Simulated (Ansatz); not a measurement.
`[F][Nb]([F])([F])([Cl])[Cl]` + HCl → `[F][Nb]([F])([Cl])([Cl])[Cl]` + H–F at 500 K and 1 bar (ligand exchange at the Nb–F bond).

Gas-phase electronic energies from Ansatz, PBE0-D4/def2-TZVP geometries. CCSD(T)/CBS is the MP2 limit (def2-TZVPP, def2-QZVPP) plus CCSD(T) − MP2 in def2-TZVPP, frozen cores. This one scheme is used for every species. def2 core potentials past Kr. For Nb outer-core shells are correlated without core-valence functions, which leaves a few kJ/mol of doubt a bond.

| species | CCSD(T)/CBS energy (Eh) | H − E (kJ/mol) | S (J/(mol·K)) |
| --- | --- | --- | --- |
| `[F][Nb]([F])([F])([Cl])[Cl]` | -1276.12242 | 72.3 | 445.3 |
| HCl | -460.38127 | 32.5 | 201.9 |
| `[F][Nb]([F])([Cl])([Cl])[Cl]` | -1636.10104 | 71.3 | 451.9 |
| H–F | -100.39570 | 39.4 | 188.7 |

H − E and S are ideal-gas, rigid-rotor, harmonic terms from PBE0-D4/def2-TZVP. 1 Eh = 2625.50 kJ/mol, R = 8.31446 J/(mol·K).

Problem. By hand: ΔE, ΔH, ΔS and ΔG.

Solution. ΔE = (-1636.10104) + (-100.39570) − (-1276.12242) − (-460.38127) = 0.00695 Eh = 18.2 kJ/mol. Δ(H − E) = 71.3 + 39.4 − 72.3 − 32.5 = 5.9, so ΔH = 24.1 kJ/mol. ΔS = 451.9 + 188.7 − 445.3 − 201.9 = -6.6 J/(mol·K). ΔG = 24.1 − 500 × (-6.6)/1000 = 27.4 kJ/mol.

Problem. By hand: the equilibrium constant, and the temperature at which ΔG would vanish if ΔH and ΔS stayed fixed.

Solution. log₁₀ K = −ΔG/(RT ln 10) = -2.9. ΔH and −TΔS have one sign here, so there is no such temperature.

The number of gas molecules stays the same, so ΔS is small and ΔH decides. A doubt of 5 kJ/mol in ΔE shifts log₁₀ K by 0.5 here. Modes under 60 cm⁻¹, often nearly free rotors, make the harmonic entropy too high. These are equilibria of isolated gas molecules and say nothing of rates. Largest T1 diagnostic: 0.021 (customary marks: 0.02 for closed shells, 0.045 for open ones).
